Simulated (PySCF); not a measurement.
C₂H₄N₂OSi, SMILES O(/C=N/C#N)[SiH3].

Geometry optimised at PBE-D3(BJ)/def2-SVP. The structure was generated by enumeration; whether it is a known compound was not checked. The values are those of a single conformer.

These are PBE0/def2-TZVP (PySCF) values and carry that method's errors.

Gas-phase values at a fixed geometry.

Computed frontier levels, gap, dipole moment and polarisability:
```json
{
  "highest_occupied_level": "-8.27 eV",
  "lowest_empty_level": "-1.78 eV",
  "orbital_gap": "6.49 eV",
  "dipole_moment": "5.07 D",
  "quadrupole, principal values (traceless, Buckingham form, about the centre of nuclear charge)": "-18.78, 6.53, 12.26 D·Å",
  "mean_static_polarisability": "67.6 bohr³ (10.02 Å³)",
  "polarisability_principal_values": "45.7, 54.5, 102.7 bohr³"
}
```
